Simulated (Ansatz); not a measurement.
Q: Name a neutral molecule of C, Cl, O, Si and H with size of the dipole moment (ωB97M-V/def2-TZVPP) between 1.50 and 1.80 D and HOMO energy (ωB97M-V/def2-TZVPP) between -11.35 and -11.05 eV (Ansatz, PBE0-D4/def2-TZVP geometry).

A: `CO[SiH](O)Cl` (1.59 D, -11.08 eV). Other molecules can fit too; these were computed, each in one conformer that needn't be the lowest.
